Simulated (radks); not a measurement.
Results of a calculation; reference values are marked as such.
Isoelectronic series with 14 electrons, each ion in its NIST ground configuration. Code: a radial shooting solver on a logarithmic mesh with Libxc functionals. Model: scalar-relativistic Kohn-Sham, PBE, spin-polarised, spherical densities, point nucleus; open shells are filled with parallel spins first (spin-orbit coupling, left out, can overturn this in heavy ions). Total energies (hartree) and mean radii <r> (bohr) (* marks an orbital that is empty in some or all of the ions):

| ion | configuration | E (hartree) | 3p down* | 3p up | 3s down | 3s up |
|---|---|---|---|---|---|---|
| Si | [Ne] 3s2 3p2 | -289.86612 | 2.867 | 2.746 | 2.163 | 2.163 |
| Cl3+ | [Ne] 3s2 3p2 | -458.63677 | 1.527 | 1.509 | 1.398 | 1.392 |
| Ca6+ | [Ne] 3s2 3p2 | -668.26286 | 1.088 | 1.080 | 1.048 | 1.043 |
| V9+ | [Ne] 3s2 3p2 | -918.91784 | 0.8517 | 0.8476 | 0.8410 | 0.8379 |
| Fe12+ | [Ne] 3s2 3p2 | -1210.90482 | 0.7019 | 0.6993 | 0.7035 | 0.7011 |
| Cu15+ | [Ne] 3s2 3p2 | -1544.60593 | 0.5975 | 0.5957 | 0.6047 | 0.6030 |
| Ge18+ | [Ne] 3s2 3p2 | -1920.47223 | 0.5204 | 0.5190 | 0.5302 | 0.5288 |
| Br21+ | [Ne] 3s2 3p2 | -2339.02242 | 0.4609 | 0.4598 | 0.4718 | 0.4707 |
| Sr24+ | [Ne] 3s2 3p2 | -2800.84467 | 0.4135 | 0.4127 | 0.4247 | 0.4238 |
| Nb27+ | [Ne] 3s2 3p2 | -3306.60000 | 0.3749 | 0.3742 | 0.3859 | 0.3852 |
| Ru30+ | [Ne] 3s2 3p2 | -3857.02692 | 0.3428 | 0.3422 | 0.3534 | 0.3527 |
| Ag33+ | [Ne] 3s2 3p2 | -4452.94702 | 0.3156 | 0.3151 | 0.3256 | 0.3251 |
| Sn36+ | [Ne] 3s2 3p2 | -5095.27165 | 0.2923 | 0.2919 | 0.3017 | 0.3012 |
| I39+ | [Ne] 3s2 3p2 | -5785.00987 | 0.2721 | 0.2718 | 0.2807 | 0.2803 |
